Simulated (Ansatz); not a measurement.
`C[O][In]([Cl])[Cl]` and `[Cl][In]([Cl])[Br]` differ in one atom or group.

Ansatz, PBE0-D4/def2-TZVP geometries, multiplicity 1. Each molecule was computed in one conformer, which needn't be the lowest.

Elements past krypton have def2 core potentials. Scalar relativity is left out up to krypton.

```
                                          property  `C[O][In]([Cl])[Cl]`
size of the dipole moment (ωB97M-V/def2-TZVPP) / D                  1.35
    zero-point energy (PBE0-D4/def2-TZVP) / kJ/mol                 113.9
             LUMO energy (ωB97M-V/def2-TZVPP) / eV                 -0.55
               LUMO energy (B3LYP/def2-TZVPP) / eV                 -2.83
               HOMO energy (B3LYP/def2-TZVPP) / eV                 -7.99
                 HOMO energy (PBE/def2-TZVPP) / eV                 -6.72
```

Give the same properties after the change, and the shifts. (An estimate is asked.)

The calculation gave: 
```csv
property,`[Cl][In]([Cl])[Br]`,shift
size of the dipole moment (ωB97M-V/def2-TZVPP) / D,0.42,-0.93
zero-point energy (PBE0-D4/def2-TZVP) / kJ/mol,7.7,-106.2
LUMO energy (ωB97M-V/def2-TZVPP) / eV,-0.97,-0.42
LUMO energy (B3LYP/def2-TZVPP) / eV,-3.22,-0.39
HOMO energy (B3LYP/def2-TZVPP) / eV,-8.69,-0.70
HOMO energy (PBE/def2-TZVPP) / eV,-7.67,-0.95
```

With PBE0 the HOMO falls by 0.76 eV and the LUMO falls by 0.40 eV, so the gap widens by about 0.36 eV. PBE moves the HOMO by -0.95 eV and ωB97M-V by -0.58 eV. The zero-point energy changes by -106.2 kJ/mol with -12 modes. Dipoles are sizes alone; their direction can turn.

B3LYP here is the variant with VWN-RPA as its local correlation; programs differ in this.

Spin–orbit coupling is left out; it splits and shifts lone-pair levels of the heavy atoms by tenths of an eV.
